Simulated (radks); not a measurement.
Results of a calculation; reference values are marked as such.
All-electron atom: neutral europium in [Xe] 4f7 6s2.

Level of theory: scalar-relativistic Kohn-Sham, PBE, spin-polarised, spherical densities, finite nucleus; open shells are filled with parallel spins first (spin-orbit coupling, left out, can overturn this in heavy ions); Fermi nuclear charge, rms radius 5.1115 fm (a radial shooting solver on a logarithmic mesh with Libxc functionals).

Energy parts (eV):
part                      energy
total                 -295069.52
kinetic                316072.93
electron-nucleus      -719233.84
Hartree                114686.56
exchange-correlation    -6595.18

Orbitals (lengths in bohr, moments of r in powers of bohr; <r^-3> diverges for s and p1/2):
| orbital | occ. | eigenvalue (eV) | <r^-3> |
|---|---|---|---|
| 1s up | 1 | -48361.55 | - |
| 1s down | 1 | -48361.55 | - |
| 2s up | 1 | -7940.733 | - |
| 2s down | 1 | -7940.698 | - |
| 2p up | 3 | -7075.328 | 10780 |
| 2p down | 3 | -7075.304 | 10780 |
| 3s up | 1 | -1747.341 | - |
| 3s down | 1 | -1745.063 | - |
| 3p up | 3 | -1477.946 | 2243 |
| 3p down | 3 | -1475.680 | 2249 |
| 3d up | 5 | -1117.418 | 303.7 |
| 3d down | 5 | -1115.680 | 304.4 |
| 4s up | 1 | -348.3260 | - |
| 4s down | 1 | -342.7626 | - |
| 4p up | 3 | -259.7367 | 496.4 |
| 4p down | 3 | -254.1836 | 495.9 |
| 4d up | 5 | -136.2918 | 55.85 |
| 4d down | 5 | -130.7573 | 55.71 |
| 5s up | 1 | -45.6878 | - |
| 5s down | 1 | -42.5390 | - |
| 5p up | 3 | -24.5533 | 65.90 |
| 5p down | 3 | -22.2257 | 60.63 |
| 4f up | 7 | -4.1008 | 6.902 |
| 6s up | 1 | -3.7225 | - |
| 6s down | 1 | -3.4584 | - |
| 5d up | 0 | -1.7919 | 2.195 |
| 6p up | 0 | -1.2365 | 3.355 |
| 5d down | 0 | -1.1842 | 1.553 |
| 6p down | 0 | -1.1489 | 3.025 |

The highest occupied level is 6s down at -3.458 eV. The density falls to 0.001 e/bohr^3 at r = 5.26 bohr. Spin moment in Bohr magnetons: 7.
